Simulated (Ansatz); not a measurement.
Molecular dynamics of CH2OSe

Input file:

```yaml
crystal:
  periodic: [false, false, false]
  atoms:
    - { symbol: O, position_ang: [-0.722579, -0.740603, 0.490447] }
    - { symbol: C, position_ang: [-0.181632, -0.388871, -0.64388] }
    - { symbol: Se, position_ang: [1.626972, 0.447901, -0.148355] }
    - { symbol: H, position_ang: [-1.598341, -1.143014, 0.269236] }
    - { symbol: H, position_ang: [0.925481, 1.750987, -0.008947] }
magnetization:
  spin_polarized: true
basis:
  gaussian: { orbitals: def2-SVP }
hamiltonian:
  xc: pbe
md:
  timestep: 0.5
  n_steps: 200
  ensemble: nve
  temperature: 300.0
  initial_velocities: maxwell_boltzmann
  seed: 2731
```

Run as:

```bash
$ ansatz run input.yaml --threads 2 --pin off --max-ram 3072MiB --backend cpu --events-out ev --progress --plain --runs-dir out
```

It starts at the highest image of a converged band. Of that band: The profile has 2 maxima (images 1, 5) with wells between them (image 2): this band takes more than one step, which may be the mechanism or a detour left from its start path. Neighbouring images differ by up to 1.5 eV, so the band resolves the path poorly. A vibrational analysis at the climbing image gives one clearly imaginary mode, 507i cm⁻¹: a first-order saddle point.

Output, in part (one step line in 3, the closing report, with atoms numbered from 0):

```
md step     0: t =     0.00 fs  T =   300.0 K  F+E_penalty+E_count = -68439.50443177 eV  E_kin = 0.116334 eV  conserved = -68439.38809777 eV  (58 SCF iters)
md step     3: t =     1.50 fs  T =   278.1 K  F+E_penalty+E_count = -68439.49586173 eV  E_kin = 0.107849 eV  conserved = -68439.38801256 eV  (35 SCF iters)
md step     6: t =     3.00 fs  T =   237.9 K  F+E_penalty+E_count = -68439.48018066 eV  E_kin = 0.092240 eV  conserved = -68439.38794039 eV  (35 SCF iters)
md step     9: t =     4.50 fs  T =   205.2 K  F+E_penalty+E_count = -68439.46751742 eV  E_kin = 0.079591 eV  conserved = -68439.38792619 eV  (35 SCF iters)
md step    12: t =     6.00 fs  T =   191.8 K  F+E_penalty+E_count = -68439.46218996 eV  E_kin = 0.074357 eV  conserved = -68439.38783305 eV  (35 SCF iters)
md step    15: t =     7.50 fs  T =   225.1 K  F+E_penalty+E_count = -68439.47512802 eV  E_kin = 0.087289 eV  conserved = -68439.38783952 eV  (35 SCF iters)
md step    18: t =     9.00 fs  T =   301.8 K  F+E_penalty+E_count = -68439.50500662 eV  E_kin = 0.117024 eV  conserved = -68439.38798235 eV  (35 SCF iters)
md step    21: t =    10.50 fs  T =   378.4 K  F+E_penalty+E_count = -68439.53475573 eV  E_kin = 0.146742 eV  conserved = -68439.38801410 eV  (36 SCF iters)
md step    24: t =    12.00 fs  T =   442.1 K  F+E_penalty+E_count = -68439.55940380 eV  E_kin = 0.171437 eV  conserved = -68439.38796711 eV  (36 SCF iters)
md step    27: t =    13.50 fs  T =   502.0 K  F+E_penalty+E_count = -68439.58267230 eV  E_kin = 0.194654 eV  conserved = -68439.38801859 eV  (36 SCF iters)
md step    30: t =    15.00 fs  T =   547.3 K  F+E_penalty+E_count = -68439.60019134 eV  E_kin = 0.212243 eV  conserved = -68439.38794807 eV  (34 SCF iters)
md step    33: t =    16.50 fs  T =   600.4 K  F+E_penalty+E_count = -68439.62065085 eV  E_kin = 0.232808 eV  conserved = -68439.38784251 eV  (34 SCF iters)
md step    36: t =    18.00 fs  T =   693.9 K  F+E_penalty+E_count = -68439.65698871 eV  E_kin = 0.269094 eV  conserved = -68439.38789449 eV  (35 SCF iters)
md step    39: t =    19.50 fs  T =   817.8 K  F+E_penalty+E_count = -68439.70506830 eV  E_kin = 0.317139 eV  conserved = -68439.38792899 eV  (34 SCF iters)
md step    42: t =    21.00 fs  T =   965.9 K  F+E_penalty+E_count = -68439.76244994 eV  E_kin = 0.374566 eV  conserved = -68439.38788442 eV  (33 SCF iters)
md step    45: t =    22.50 fs  T =  1148.5 K  F+E_penalty+E_count = -68439.83339483 eV  E_kin = 0.445384 eV  conserved = -68439.38801099 eV  (32 SCF iters)
md step    48: t =    24.00 fs  T =  1332.6 K  F+E_penalty+E_count = -68439.90483061 eV  E_kin = 0.516742 eV  conserved = -68439.38808862 eV  (32 SCF iters)
md step    51: t =    25.50 fs  T =  1494.9 K  F+E_penalty+E_count = -68439.96775736 eV  E_kin = 0.579694 eV  conserved = -68439.38806311 eV  (32 SCF iters)
md step    54: t =    27.00 fs  T =  1640.2 K  F+E_penalty+E_count = -68440.02416118 eV  E_kin = 0.636020 eV  conserved = -68439.38814096 eV  (32 SCF iters)
md step    57: t =    28.50 fs  T =  1746.6 K  F+E_penalty+E_count = -68440.06547850 eV  E_kin = 0.677297 eV  conserved = -68439.38818140 eV  (33 SCF iters)
md step    60: t =    30.00 fs  T =  1805.3 K  F+E_penalty+E_count = -68440.08812937 eV  E_kin = 0.700068 eV  conserved = -68439.38806183 eV  (31 SCF iters)
md step    63: t =    31.50 fs  T =  1848.6 K  F+E_penalty+E_count = -68440.10495540 eV  E_kin = 0.716868 eV  conserved = -68439.38808730 eV  (32 SCF iters)
md step    66: t =    33.00 fs  T =  1872.7 K  F+E_penalty+E_count = -68440.11434512 eV  E_kin = 0.726197 eV  conserved = -68439.38814818 eV  (31 SCF iters)
md step    69: t =    34.50 fs  T =  1861.4 K  F+E_penalty+E_count = -68440.10992003 eV  E_kin = 0.721809 eV  conserved = -68439.38811132 eV  (32 SCF iters)
md step    72: t =    36.00 fs  T =  1822.4 K  F+E_penalty+E_count = -68440.09485261 eV  E_kin = 0.706672 eV  conserved = -68439.38818039 eV  (31 SCF iters)
md step    75: t =    37.50 fs  T =  1735.5 K  F+E_penalty+E_count = -68440.06124666 eV  E_kin = 0.672995 eV  conserved = -68439.38825159 eV  (32 SCF iters)
md step    78: t =    39.00 fs  T =  1582.6 K  F+E_penalty+E_count = -68440.00184030 eV  E_kin = 0.613710 eV  conserved = -68439.38813032 eV  (32 SCF iters)
md step    81: t =    40.50 fs  T =  1395.8 K  F+E_penalty+E_count = -68439.92935988 eV  E_kin = 0.541272 eV  conserved = -68439.38808833 eV  (32 SCF iters)
md step    84: t =    42.00 fs  T =  1189.6 K  F+E_penalty+E_count = -68439.84938555 eV  E_kin = 0.461314 eV  conserved = -68439.38807180 eV  (32 SCF iters)
md step    87: t =    43.50 fs  T =   972.5 K  F+E_penalty+E_count = -68439.76502266 eV  E_kin = 0.377112 eV  conserved = -68439.38791049 eV  (33 SCF iters)
md step    90: t =    45.00 fs  T =   789.6 K  F+E_penalty+E_count = -68439.69404350 eV  E_kin = 0.306184 eV  conserved = -68439.38785957 eV  (36 SCF iters)
md step    93: t =    46.50 fs  T =   656.8 K  F+E_penalty+E_count = -68439.64258895 eV  E_kin = 0.254677 eV  conserved = -68439.38791159 eV  (37 SCF iters)
md step    96: t =    48.00 fs  T =   560.6 K  F+E_penalty+E_count = -68439.60526561 eV  E_kin = 0.217403 eV  conserved = -68439.38786222 eV  (38 SCF iters)
md step    99: t =    49.50 fs  T =   510.3 K  F+E_penalty+E_count = -68439.58578940 eV  E_kin = 0.197875 eV  conserved = -68439.38791477 eV  (37 SCF iters)
md step   102: t =    51.00 fs  T =   486.4 K  F+E_penalty+E_count = -68439.57667677 eV  E_kin = 0.188619 eV  conserved = -68439.38805805 eV  (36 SCF iters)
md step   105: t =    52.50 fs  T =   446.5 K  F+E_penalty+E_count = -68439.56118003 eV  E_kin = 0.173147 eV  conserved = -68439.38803325 eV  (36 SCF iters)
md step   108: t =    54.00 fs  T =   393.6 K  F+E_penalty+E_count = -68439.54062780 eV  E_kin = 0.152625 eV  conserved = -68439.38800256 eV  (35 SCF iters)
md step   111: t =    55.50 fs  T =   338.3 K  F+E_penalty+E_count = -68439.51920048 eV  E_kin = 0.131189 eV  conserved = -68439.38801138 eV  (34 SCF iters)
md step   114: t =    57.00 fs  T =   284.2 K  F+E_penalty+E_count = -68439.49809378 eV  E_kin = 0.110192 eV  conserved = -68439.38790200 eV  (34 SCF iters)
md step   117: t =    58.50 fs  T =   265.1 K  F+E_penalty+E_count = -68439.49065715 eV  E_kin = 0.102814 eV  conserved = -68439.38784361 eV  (34 SCF iters)
md step   120: t =    60.00 fs  T =   296.7 K  F+E_penalty+E_count = -68439.50302933 eV  E_kin = 0.115050 eV  conserved = -68439.38797933 eV  (34 SCF iters)
md step   123: t =    61.50 fs  T =   339.9 K  F+E_penalty+E_count = -68439.51982948 eV  E_kin = 0.131791 eV  conserved = -68439.38803819 eV  (34 SCF iters)
md step   126: t =    63.00 fs  T =   372.4 K  F+E_penalty+E_count = -68439.53243538 eV  E_kin = 0.144401 eV  conserved = -68439.38803430 eV  (34 SCF iters)
md step   129: t =    64.50 fs  T =   390.9 K  F+E_penalty+E_count = -68439.53966231 eV  E_kin = 0.151576 eV  conserved = -68439.38808602 eV  (34 SCF iters)
md step   132: t =    66.00 fs  T =   380.0 K  F+E_penalty+E_count = -68439.53539200 eV  E_kin = 0.147338 eV  conserved = -68439.38805424 eV  (34 SCF iters)
md step   135: t =    67.50 fs  T =   352.4 K  F+E_penalty+E_count = -68439.52454860 eV  E_kin = 0.136660 eV  conserved = -68439.38788863 eV  (32 SCF iters)
md step   138: t =    69.00 fs  T =   357.9 K  F+E_penalty+E_count = -68439.52664006 eV  E_kin = 0.138774 eV  conserved = -68439.38786563 eV  (34 SCF iters)
md step   141: t =    70.50 fs  T =   409.7 K  F+E_penalty+E_count = -68439.54676828 eV  E_kin = 0.158892 eV  conserved = -68439.38787617 eV  (34 SCF iters)
md step   144: t =    72.00 fs  T =   508.6 K  F+E_penalty+E_count = -68439.58503704 eV  E_kin = 0.197226 eV  conserved = -68439.38781059 eV  (34 SCF iters)
md step   147: t =    73.50 fs  T =   671.1 K  F+E_penalty+E_count = -68439.64811707 eV  E_kin = 0.260246 eV  conserved = -68439.38787132 eV  (34 SCF iters)
md step   150: t =    75.00 fs  T =   877.1 K  F+E_penalty+E_count = -68439.72812284 eV  E_kin = 0.340110 eV  conserved = -68439.38801304 eV  (32 SCF iters)
md step   153: t =    76.50 fs  T =  1083.7 K  F+E_penalty+E_count = -68439.80826317 eV  E_kin = 0.420230 eV  conserved = -68439.38803315 eV  (32 SCF iters)
md step   156: t =    78.00 fs  T =  1279.6 K  F+E_penalty+E_count = -68439.88429244 eV  E_kin = 0.496190 eV  conserved = -68439.38810287 eV  (32 SCF iters)
md step   159: t =    79.50 fs  T =  1444.6 K  F+E_penalty+E_count = -68439.94838385 eV  E_kin = 0.560191 eV  conserved = -68439.38819270 eV  (32 SCF iters)
md step   162: t =    81.00 fs  T =  1560.1 K  F+E_penalty+E_count = -68439.99304981 eV  E_kin = 0.604960 eV  conserved = -68439.38808991 eV  (32 SCF iters)
md step   165: t =    82.50 fs  T =  1659.9 K  F+E_penalty+E_count = -68440.03170416 eV  E_kin = 0.643669 eV  conserved = -68439.38803505 eV  (32 SCF iters)
md step   168: t =    84.00 fs  T =  1763.7 K  F+E_penalty+E_count = -68440.07204588 eV  E_kin = 0.683911 eV  conserved = -68439.38813438 eV  (32 SCF iters)
md step   171: t =    85.50 fs  T =  1844.8 K  F+E_penalty+E_count = -68440.10355150 eV  E_kin = 0.715390 eV  conserved = -68439.38816108 eV  (31 SCF iters)
md step   174: t =    87.00 fs  T =  1890.7 K  F+E_penalty+E_count = -68440.12138182 eV  E_kin = 0.733179 eV  conserved = -68439.38820277 eV  (31 SCF iters)
md step   177: t =    88.50 fs  T =  1881.9 K  F+E_penalty+E_count = -68440.11810761 eV  E_kin = 0.729769 eV  conserved = -68439.38833839 eV  (31 SCF iters)
md step   180: t =    90.00 fs  T =  1780.5 K  F+E_penalty+E_count = -68440.07871920 eV  E_kin = 0.690457 eV  conserved = -68439.38826232 eV  (42 SCF iters)
md step   183: t =    91.50 fs  T =  1607.7 K  F+E_penalty+E_count = -68440.01158841 eV  E_kin = 0.623444 eV  conserved = -68439.38814471 eV  (33 SCF iters)
md step   186: t =    93.00 fs  T =  1402.6 K  F+E_penalty+E_count = -68439.93201349 eV  E_kin = 0.543884 eV  conserved = -68439.38812914 eV  (32 SCF iters)
md step   189: t =    94.50 fs  T =  1180.7 K  F+E_penalty+E_count = -68439.84584001 eV  E_kin = 0.457844 eV  conserved = -68439.38799619 eV  (32 SCF iters)
md step   192: t =    96.00 fs  T =   987.6 K  F+E_penalty+E_count = -68439.77083279 eV  E_kin = 0.382958 eV  conserved = -68439.38787516 eV  (33 SCF iters)
md step   195: t =    97.50 fs  T =   860.5 K  F+E_penalty+E_count = -68439.72164455 eV  E_kin = 0.333697 eV  conserved = -68439.38794802 eV  (33 SCF iters)
md step   198: t =    99.00 fs  T =   784.3 K  F+E_penalty+E_count = -68439.69207368 eV  E_kin = 0.304150 eV  conserved = -68439.38792351 eV  (35 SCF iters)
md step   200: t =   100.00 fs  T =   762.3 K  F+E_penalty+E_count = -68439.68352419 eV  E_kin = 0.295610 eV  conserved = -68439.38791431 eV  (47 SCF iters)
Total energy: -68439.68354645 eV, -2515.1119802484 hartree
Atom 0 at    -0.724733    -0.842665     0.500808 Å, force     1.037617     0.574979    -1.659932 eV/Å
Atom 1 at    -0.095175    -0.200552    -0.557330 Å, force    -2.836862    -0.302585     0.823261 eV/Å
Atom 2 at     1.610140     0.438135    -0.151126 Å, force     0.945339     0.437341     0.954724 eV/Å
Atom 3 at    -1.635850    -0.982712     0.129555 Å, force     0.654403    -0.139436     0.217917 eV/Å
Atom 4 at     1.285648     1.731764    -0.847890 Å, force     0.199504    -0.570299    -0.335971 eV/Å
Dipole moment:    -0.183216     0.004578     0.083505 e Å
```

All steps were run. The conserved energy stayed within 0.058 meV per atom of its start (net change 0.037 meV per atom), so the integration is sound. The kinetic energy rose, since the run started high on the potential surface and went downhill. A run of 0.1 ps of so small a system gives no equilibrium averages. The orbitals were unrestricted but ended closed-shell.

Between its relaxed ends the band would form O1–H4 and break C2–H4. These pairs go: O1–H4 0.99 → 0.99 Å, C2–H4 1.85 → 1.86 Å. In the last frame they stand as after the step (other bonds may differ from the relaxed reactants and products). It ends as one piece, CH2OSe. Pairs count as bonded within 1.25 times the sum of covalent radii (0.12 Å more for H–H).

Last frame:

```xyz
5
Properties=species:S:1:pos:R:3
O -0.725 -0.843 0.501
C -0.095 -0.201 -0.557
Se 1.610 0.438 -0.151
H -1.636 -0.983 0.130
H 1.286 1.732 -0.848
```

Time of the run: 3.8 min on 2 threads of Intel(R) Xeon(R) Platinum 8259CL CPU @ 2.50GHz (Skylake/Cascade Lake), with other jobs on the host, peak memory 0.15 GiB.
